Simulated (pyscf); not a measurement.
•H₂C–CH₂–Cl → H₃C–CH•–Cl (hydrogen shift; doublet surface; C–H broken, C–H formed). Structures and frequencies: ωB97X-D3(BJ)/def2-SVP in PySCF. MP2 and CC: frozen core, UHF for open shells. ΔMP2 is the change of the MP2 total energy from the triple- to the quadruple-zeta basis. Energies in kcal/mol from the reactant's lowest minimum found.

| level | barrier | reaction energy |
|---|---|---|
| PBE/def2-TZVP | 37.7 | -5.4 |
| M06-2X/def2-TZVP | 43.4 | -3.8 |
| HF/def2-TZVP | 55.7 | -2.3 |
| MP2/def2-QZVPP | 43.5 | -4.0 |
| CCSD/def2-TZVPP | 45.6 | -3.8 |
| CCSD(T)/def2-TZVPP | 43.9 | -4.0 |
| CCSD(T)/def2-TZVPP + ΔMP2(QZVPP) | 43.6 | -4.0 |

The same reactants have a lower exit, to •H₂C–CH₂–Cl (barrier +9.8 kcal/mol at ωB97M-D3(BJ), against +42.4 kcal/mol here). This is the saddle that the search found; another between the same sides may lie lower. The CCSD(T) − MP2 part came from Ansatz, without density fitting, on the same reference.
